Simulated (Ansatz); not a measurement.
**CrCl: shapes and states compared**

Calculated in Ansatz's Gaussian-basis code. Basis cc-pwCVTZ-DK on Cr, cc-pVTZ-DK on Cl, scalar X2C without spin–orbit coupling, 10 orbitals frozen in the corrections; active space CAS(13,10). Restricted Hartree–Fock, then the lowest state-specific CASSCF solution met for each case. Coupled cluster stands on the determinant that it favours, not always the lowest RHF. On stretched bonds single-reference methods can fail or change state. Solutions in different active orbitals can move differences by tenths of an eV and at times more than 1 eV.

Case A, sextet: bond length 2.5231 Å.

Case B, quartet: bond length 2.1940 Å.

Case C, sextet: bond length 2.1940 Å.

Energy less that of case A, in eV:

```
case  RHF/ROHF  CASSCF  CCSD(T)
   B    +3.117  +0.722   +1.000
   C    -0.213  -0.181   -0.317
```

What does SC-NEVPT2 give for these differences?

B: +0.702 eV (16.2 kcal/mol); C: -0.433 eV (-10.0 kcal/mol).

Which case is lowest, and do the methods agree?

C is lowest in SC-NEVPT2. Of the methods shown, RHF/ROHF, CASSCF, CCSD(T) agree.
